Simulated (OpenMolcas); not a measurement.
Co3+: moving the ligands

Co3+ with 6 ligands (chloride) in octahedral coordination (Oh) at 2.37 Å. A charge of +0.5 e stands 2.8 Å behind each ligand. Ligand basis ANO-RCC-VDZP.
```
Co    0.0000    0.0000    0.0000
Cl    2.3700    0.0000    0.0000
Cl    0.0000    2.3700    0.0000
Cl   -2.3700    0.0000    0.0000
Cl    0.0000   -2.3700    0.0000
Cl    0.0000    0.0000    2.3700
Cl    0.0000    0.0000   -2.3700
```

* Program: OpenMolcas 26.06
* Method: CASSCF
* Basis: ANO-RCC-VDZP [5s4p2d1f]
* Scalar Hamiltonian: DKH2, point nucleus
* Active space: 6 electrons in 5 orbitals (3d)
* State averaging: 2S+1 = 5 even, 5 roots; 2S+1 = 3 even, 45 roots; 2S+1 = 1 even, 50 roots
* Spin-orbit coupling: RASSI with atomic mean-field integrals over the reference wave functions

Runs around this geometry, states (labels of O, the rotations of Oh). Energies in cm-1 above the lowest state or level, χT in cm3 K/mol; under a threefold ground state the first gap can be a small split of the lowest multiplet, not the spin-orbit step.

```csv
R (Å),Ground state,First state of that spin,First gap with spin-orbit (degeneracies),χT at 300 K,First state of another spin
2.21,5T2,5E 11299,"267.6 (3, 2)",4.143,3T1 11674
2.37,5T2,5E 7533,"269.2 (3, 2)",4.212,3T1 15916
2.47,5T2,5E 5924,"266.5 (3, 2)",4.262,3T1 17693
```

Taking the first state of the same spin as R^-n, n = -ln(5924 / 11299) / ln(2.47 / 2.21) = 5.8 between the shortest and longest distance.

An orbital triplet at a regular site is open to Jahn-Teller coupling, which can distort the site and quench the lowest spin-orbit gaps and is left out. Without dynamic correlation the repulsion within the d shell is too large (B by tens of per cent), so at a given field states of lower spin stand too high. Ligand-to-metal charge-transfer states are missing. With no ligand orbital active B as a rule stays too high, so bands that hang on it stand too high and its fall with covalency is understated. With metal d orbitals alone and no dynamic correlation the field as a rule comes out too small, by tens of per cent, by up to half for chloride and softer ligands, and with too little covalency χT stands high. This shell can be high or low spin here, a state of another spin lies low, and with metal d orbitals alone active their balance is uncertain, so the ground spin may be wrong (holds for R = 2.21). The least metal-like active orbital is 83 % on the metal (Löwdin) and no ligand orbital is active, so the numbers are rough (holds for R = 2.21). CASSCF with metal d orbitals alone favours high spin, so a ground state of lower spin is not ruled out (holds for R = 2.37; R = 2.47). No measured value stands beside these numbers; the geometry was imposed, not optimised, and the real ion may take another.
